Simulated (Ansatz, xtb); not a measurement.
# Two isomers of C4H4B2ClF

Structure I: `FB1C=CBC=C1Cl`, a singlet. Structure II: `FC1=CB(Cl)C=CB1`, a singlet. Both are isolated molecules in the gas phase, relaxed with B3LYP/def2-SVP.

Problem. Which of the two would you expect CCSD(T)/def2-SVP + ΔMP2/def2-TZVPP electronic energies to favour?

Solution. Structure I; the calculation gives E(II) − E(I) = +0.608 eV.

The same difference at several levels:

```tsv
level	geometry	E(II) − E(I) (eV)	departure from the last row (eV)	job, with rough time for the two
GFN2-xTB	GFN2-xTB	+0.374	−0.234	optimisation, 0.15 s
HF/STO-3G	GFN2-xTB	+0.505	−0.102	single point, 0.4 s
r2SCAN-D4/def2-SVP	GFN2-xTB	+0.539	−0.068	single point, 4 s
B3LYP/def2-SVP	B3LYP/def2-SVP	+0.533	−0.075	optimisation, 25 s
HF/def2-SVP	B3LYP/def2-SVP	+0.496	−0.112	part of the CCSD(T) run
MP2/def2-SVP	B3LYP/def2-SVP	+0.592	−0.016	part of the CCSD(T) run
CCSD(T)/def2-SVP	B3LYP/def2-SVP	+0.561	−0.047	single point
CCSD(T)/def2-SVP + ΔMP2/def2-TZVPP	B3LYP/def2-SVP	+0.608		single point, 69 s
```

As drawn, II has 1 C–F, 1 B–Cl in place of 1 B–F, 1 C–Cl.

None of the levels shown reverses the order. The largest departure from CCSD(T)/def2-SVP + ΔMP2/def2-TZVPP is that of GFN2-xTB, 0.234 eV. The last row adds to CCSD(T) the change of the MP2 difference between the two basis sets, here +0.047 eV.

With thermal terms from frequencies at re-optimised GFN2-xTB minima (ideal gas, soft modes damped towards free rotors, one conformer each, 298.15 K, 1 atm): on the last row, ΔE + ΔZPE = +0.608, ΔH = +0.604, ΔG = +0.610 eV.

The correlated steps freeze 12 core orbitals. Run with Ansatz 0.2.0, xtb 6.7.1; the last row on 4 threads of Arm Neoverse V1 on a shared host.
